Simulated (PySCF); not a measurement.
## Where the electron goes

Species: C5H6O4.
SMILES with atom numbers: `[CH2:1]=[CH:2][O:3][C:4](=[O:5])[CH2:6][O:7][CH:8]=[O:9]` (hydrogens: H10, H11 on C1; H12 on C2; H13, H14 on C6; H15 on C8)

Structure used (PBE0-D3(BJ)/def2-SVP), in Å, numbered top down from 1:
```
atom  x, y, z in Å
C1     3.3400    0.0356   -0.0439
C2     2.1252    0.2020    0.4660
O3     1.0271   -0.3336   -0.1601
C4    -0.1846   -0.1374    0.3948
O5    -0.3904    0.4645    1.4059
C6    -1.2356   -0.8141   -0.4573
O7    -2.5241   -0.5954    0.0579
C8    -3.0266    0.6280   -0.1520
O9    -2.4904    1.4921   -0.7786
H10    3.4982   -0.5253   -0.9672
H11    4.2005    0.4679    0.4671
H12    1.8947    0.7515    1.3815
H13   -1.0615   -1.8992   -0.4473
H14   -1.1390   -0.4484   -1.4913
H15   -4.0200    0.7001    0.3339
```

Computed with PySCF, TDDFT PBE0/def2-SVPD, vertical, gas phase, core orbitals frozen in the response.

Frontier orbitals with the atoms that hold most of them (Löwdin shares over 4%, at most four atoms; ? is withheld):

```tsv
orbital	ε (eV)	atoms
HOMO-3	-9.72	O7 40%, O9 28%, O5 12%, C8 8%
HOMO-2	-8.81	O9 32%, O5 32%, O7 7%, C8 6%
HOMO-1	-8.64	?
HOMO	?	C1 37%, C2 28%, O3 18%, O5 5%
LUMO	-0.80	?
LUMO+1	-0.30	C8 41%, O9 31%, O7 16%, H15 8%
LUMO+2	0.51	C2 25%, C1 18%, O3 14%, C4 10%
```

Question: Give the leading atoms of the LUMO.

Answer: C4 (bonded to C and 2 O) 27%; O5 (bonded to C) 20%; C1 (bonded to C and 2 H) 16%; C2 (bonded to C, O and H) 13%. By element: carbon 56% or more, oxygen 20% or more.

Question: Give the leading atoms of the HOMO-1.

Answer: O9 (bonded to C) 39%; O5 (bonded to C) 25%; O7 (bonded to 2 C) 8%; C8 (bonded to 2 O and H) 8%. By element: oxygen 73% or more, carbon 8% or more.

Question: What is the HOMO energy, and the HOMO–LUMO gap?

Answer: ε(HOMO) = -7.68 eV; the gap is 6.88 eV (0.2527 hartree).

Question: How does S1 compare with the orbital gap of 6.88 eV?

Answer: S1 is at 5.88 eV (f = 0.0007), 1.00 eV below the gap, made of HOMO-1→LUMO (45%), HOMO-2→LUMO (42%). Its leading pair isn't HOMO and LUMO; the energies of that pair differ by 7.84 eV. Without the coupling terms of the response equations the lowest excitation would equal the gap.

Question: Give energy, strength and leading configuration of S3 and S4, and follow the Löwdin shares of the leading atoms from the occupied to the empty orbital.

Answer: 
- S3 (6.18 eV, f 0.337), HOMO→LUMO (93%): C1 37% → 16%, C2 28% → 13%, C4 at most 5% → 27%, O5 5% → 20%
- S4 (6.67 eV, f 0.0001), HOMO→LUMO+1 (100%): C1 37% → at most 4%, C2 28% → at most 4%, C8 at most 5% → 41%, O9 at most 5% → 31%

One conformer stands for the species.
